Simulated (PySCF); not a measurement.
CH2N, SMILES C=[N], multiplicity 2.

Coordinates come from a PBE0-D3(BJ)/def2-TZVPD optimisation. The isomer is the one that the SMILES or the coordinates give; other isomers of the formula were not compared.

Computed with PySCF with r2SCAN/def2-TZVPD.

Gas-phase values at a fixed geometry.

**Question.** Estimate the frontier levels, dipole moment and polarisability. (The exact figures need the calculation; the answer reports its results.)

**Answer.** 
```
Property                                                                                                        Result
---------------------------------------------------------------------------------------------  -----------------------
α spin, highest occupied and lowest empty level                                                     -6.65 and -1.45 eV
β spin, highest occupied and lowest empty level                                                     -8.79 and -3.12 eV
dipole moment                                                                                                   2.48 D
quadrupole, principal values (traceless, Buckingham form, about the centre of nuclear charge)   -1.03, -0.83, 1.86 D·Å
mean static polarisability                                                                        20.2 bohr³ (2.99 Å³)
polarisability, principal values                                                                15.6, 19.2, 25.8 bohr³
⟨S²⟩                                                                                           0.764 (pure state 0.75)
```
